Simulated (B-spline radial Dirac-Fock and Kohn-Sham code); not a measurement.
# Te: computed levels beside tabulated edges

Model: ΔSCF Dirac-Fock with Breit, self-energy and vacuum polarisation, finite nucleus, configuration average. Program: a radial finite-basis atomic code. Electron correlation is not included.

Two models are given for [Kr] 4d10 5s2 5p4. In the first the electron is removed to infinity. In the second it is placed in the 5p shell, so that the atom stays neutral; this mimics a hole screened by valence charge, or the onset of absorption below the ionisation limit. The tabulated edges (Elam, Ravel and Sieber, Radiat. Phys. Chem. 63, 121 (2002)) refer to the element in its standard state, with the Fermi level as zero for a metal.

```
     level  ionised (eV)  screened (eV)  tabulated (eV)
    K (1s)       31821.7        31811.5         31814.0
   L1 (2s)        4955.0         4944.8          4939.0
L2 (2p1/2)        4622.5         4612.2          4612.0
L3 (2p3/2)        4351.6         4341.4          4341.0
   M1 (3s)        1019.2         1008.9          1006.0
M2 (3p1/2)         882.4          872.2           870.8
M3 (3p3/2)         830.8          820.6           820.8
M4 (3d3/2)         591.9          581.7           583.4
M5 (3d5/2)         581.5          571.3           573.0
   N1 (4s)         187.3          177.1           169.4
N2 (4p1/2)         138.5          128.4           103.3
N4 (4d3/2)         49.43          39.30           41.90
N5 (4d5/2)         47.98          37.85           40.40
```

Problem. Which of the two models lies closer to the table on average?

Solution. The screened model lies closer: the mean absolute deviations are 12.7 eV (ionised) and 4.2 eV (screened). Screening lowers the levels by 10.2 eV on average.
